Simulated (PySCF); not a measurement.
# Pt²⁺: ionisation energy

Pt²⁺ [Xe] 4f14 5d8 (3F) → Pt³⁺ [Xe] 4f14 5d7 (4F), as a difference of total energies. All numbers are calculated (PySCF 2.14, scalar relativity through the core potential, in def2-TZVP with the def2 core potential (60 electrons) (6s4p3d1f, 40 functions)). Correlated levels: valence: 5s2 5p6 frozen. The calculations carry no spin-orbit coupling.

```
           method  ionisation energy (eV)
              UHF                  29.201
             BP86                  31.323
           M06-2X                  31.235
    MP2 (valence)                  30.415
SCS-MP2 (valence)                  30.402
```

Q: How much does correlation contribute at MP2 (valence)?

A: 30.415 − (29.201) = 1.214 eV, measured against UHF.

The reference lies between the lowest fine-structure levels, while these numbers refer to the centres of the terms.

Errors of the correlated levels include the incompleteness of this basis and the frozen core.

For comparison: 29 ± 1.6 eV (theoretical estimate listed by NIST; NIST Atomic Spectra Database, ionization energies).
